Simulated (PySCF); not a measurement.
Job file and geometry (Å, from GFN2-xTB) of an NMR shielding run on SMILES C[C@@H]1C[P@@+]1([AlH3-])c1ccco1, C7H12AlOP, GIAO PBE0/pcSseg-1 NMR shielding, non-relativistic, gas phase in PySCF 2.14.0, density-fitted response routines; density fitting, a coarse starting grid and PySCF grid level 2 are the driver's defaults:

```
$ OMP_NUM_THREADS=1 python probes_run.py task.json out

{"job": {"kind": "nmr", "xc": "PBE0", "basis": "pcSseg-1"}, "charge": 0, "multiplicity": 1}
C     -2.651425     0.373665     0.699721
C     -1.321257     0.722688     0.086349
C     -1.066117     0.350575    -1.345975
P     -0.086304    -0.630506    -0.142454
Al    -1.264874    -2.774450     0.391866
C      1.477616     0.267411    -0.088663
C      2.738211    -0.178659     0.207628
C      3.586536     0.946674     0.103320
C      2.783854     1.988455    -0.246761
O      1.507717     1.590739    -0.365759
H     -2.603774     0.424531     1.785327
H     -2.939887    -0.640697     0.414462
H     -3.417285     1.068608     0.353427
H     -0.907022     1.673851     0.409767
H     -1.847729    -0.198343    -1.856335
H     -0.522680     1.046980    -1.971123
H     -1.773481    -2.430953     1.834118
H     -2.289639    -2.641847    -0.799174
H     -0.059459    -3.755284     0.233522
H      3.010638    -1.182352     0.463538
H      4.644142     0.974745     0.266476
H      2.991809     3.023555    -0.434126
```

Q: Write the output of this run.

A: 
```
coarse grid: 19376 points
cycle   1  E = -932.0513569797  dE =  1.581e+00  |g| = 5.122e-01  |ddm| = 4.372e+00
cycle   2  E = -932.0209017434  dE =  3.046e-02  |g| = 6.451e-01  |ddm| = 9.836e-01
cycle   3  E = -932.1121531558  dE = -9.125e-02  |g| = 9.947e-02  |ddm| = 6.362e-01
cycle   4  E = -932.1142199428  dE = -2.067e-03  |g| = 4.570e-02  |ddm| = 1.600e-01
cycle   5  E = -932.1147319779  dE = -5.120e-04  |g| = 1.164e-02  |ddm| = 5.175e-02
cycle   6  E = -932.1147608779  dE = -2.890e-05  |g| = 4.563e-03  |ddm| = 1.295e-02
cycle   7  E = -932.1147658315  dE = -4.954e-06  |g| = 1.010e-03  |ddm| = 4.330e-03
final grid: 177944 points
cycle   8  E = -932.1863371108  dE = -4.709e-05  |g| = 1.157e-02  |ddm| = 4.009e-02
cycle   9  E = -932.1863075130  dE =  2.960e-05  |g| = 1.683e-02  |ddm| = 2.072e-02
cycle  10  E = -932.1863654966  dE = -5.798e-05  |g| = 2.221e-03  |ddm| = 1.294e-02
cycle  11  E = -932.1863665747  dE = -1.078e-06  |g| = 3.979e-04  |ddm| = 2.154e-03
cycle  12  E = -932.1863666069  dE = -3.217e-08  |g| = 1.993e-04  |ddm| = 7.190e-04
cycle  13  E = -932.1863666170  dE = -1.016e-08  |g| = 3.904e-05  |ddm| = 2.351e-04
cycle  14  E = -932.1863666173  dE = -3.292e-10  |g| = 1.380e-05  |ddm| = 5.269e-05
converged SCF energy = -932.1863666173

GIAO shielding tensors (ppm)
atom      isotropic    diamagn.    paramagn.     s11        s22        s33       span
  0 C      166.368     244.885     -78.517    156.606    160.731    181.767     25.161
  1 C      161.193     259.999     -98.807    124.363    165.190    194.025     69.662
  2 C      160.134     259.930     -99.796    130.577    160.757    189.068     58.492
  3 P      564.344     971.241    -406.897    389.276    397.405    906.351    517.075
  4 Al     432.310     795.425    -363.115    415.303    430.112    451.514     36.211
  5 C       38.797     260.603    -221.806    -31.980     49.815     98.555    130.535
  6 C       56.979     254.907    -197.928    -48.147     60.738    158.347    206.494
  7 C       67.763     261.332    -193.569    -17.058     60.714    159.633    176.691
  8 C       34.744     248.999    -214.255    -42.941     39.346    107.826    150.767
  9 O       34.135     399.466    -365.331    -99.473    -51.993    253.871    353.344
 10 H       29.750      29.504       0.247     25.291     26.887     37.073     11.782
 11 H       29.990      30.516      -0.526     23.353     30.553     36.063     12.710
 12 H       29.954      27.894       2.060     24.583     27.232     38.048     13.465
 13 H       29.362      35.096      -5.734     21.575     29.037     37.473     15.897
 14 H       30.326      33.592      -3.267     24.792     27.019     39.167     14.375
 15 H       29.616      33.761      -4.144     23.334     27.807     37.708     14.374
 16 H       27.433      29.434      -2.001     23.733     27.034     31.531      7.798
 17 H       27.806      29.568      -1.762     23.762     27.519     32.138      8.375
 18 H       27.381      29.160      -1.778     23.907     26.109     32.128      8.221
 19 H       24.362      33.565      -9.204     21.676     23.071     28.338      6.661
 20 H       25.015      30.854      -5.839     22.774     25.394     26.878      4.105
 21 H       24.071      29.148      -5.077     20.751     24.547     26.914      6.163
```

Size and cost of the density-fitted run: 244 basis functions, 82 s wall time on 1 thread of an Arm Neoverse V1, shared host; peak memory 1.1 GiB.
